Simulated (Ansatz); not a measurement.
C₃H₆Cl (SMILES C[C](C)Cl), doublet, geometry from GFN2-xTB; B3LYP5/6-311G** run with Ansatz (an electronic-structure program).

Here is a job for Ansatz.
Ansatz 0.2 input:
```yaml
crystal:
  periodic: [false, false, false]
  atoms:
    - {symbol: C, position_ang: [-1.12714493, 0.54831026, -1.12061078]}
    - {symbol: C, position_ang: [0.05858672, 0.01652336, -0.40707604]}
    - {symbol: C, position_ang: [1.43913294, 0.42902159, -0.75611191]}
    - {symbol: Cl, position_ang: [-0.19499081, -0.56806618, 1.18693576]}
    - {symbol: H, position_ang: [-1.37519472, 1.56824688, -0.79981318]}
    - {symbol: H, position_ang: [-0.93026778, 0.57765788, -2.19090812]}
    - {symbol: H, position_ang: [-2.00138196, -0.07334642, -0.93606275]}
    - {symbol: H, position_ang: [2.16736257, -0.26712278, -0.34395903]}
    - {symbol: H, position_ang: [1.67995543, 1.42623389, -0.36587780]}
    - {symbol: H, position_ang: [1.55092187, 0.46232438, -1.83849467]}
basis:
  gaussian:
    orbitals: 6-311G__.json
hamiltonian:
  xc: b3lyp5
magnetization: {spin_polarized: true, initial_magnetization: 1}
accuracy: high
```
The basis file holds 6-311G** in the JSON format of the Basis Set Exchange.

It wrote (shortened):

```
Functional definition: B3LYP5
2347 factors; integrals over basis functions are off by at most 1.7e-8 eV
mean field evaluation 1: about -15719.0982 eV, gradient 4.3e1 eV
mean field evaluation 2: about -15713.1036 eV, gradient 5.3e1 eV
mean field evaluation 4: about -15727.8139 eV, gradient 3.4e0 eV
mean field evaluation 8: about -15727.9669 eV, gradient 1.4e-1 eV
mean field evaluation 16: about -15727.9670 eV, gradient 9.1e-5 eV
mean field -15727.96702646 eV, -577.9921274235 hartree, gradient 4.0e-8 eV, S^2 0.754025; 0 other end points of the search recorded, 0 dependent functions left out
reference -15727.96706681 eV, -577.9921289061 hartree; 21, 20 occupied and 96, 97 virtual orbitals, 2347 factors
Total energy: -15727.96706681 eV, -577.9921289061 hartree
```
